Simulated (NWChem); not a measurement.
Species: AlH2F; SMILES [F][AlH2]

All runs: NWChem. The geometry was optimised at PBE-D3(BJ)/def2-SVP. Vertical excitations in the gas phase; the lowest state need not have the same character in each row.

Order these by “lowest excitation, singlet (eV)”, lowest first: CAM-B3LYP/aug-cc-pVDZ, TDA; LDA (Slater exchange, VWN5)/aug-cc-pVDZ, TDA; PBE/aug-cc-pVDZ, TDA; B3LYP/aug-cc-pVDZ, TDA.

LDA (Slater exchange, VWN5)/aug-cc-pVDZ, TDA (5.18), PBE/aug-cc-pVDZ, TDA (5.32), B3LYP/aug-cc-pVDZ, TDA (5.68), CAM-B3LYP/aug-cc-pVDZ, TDA (5.82)
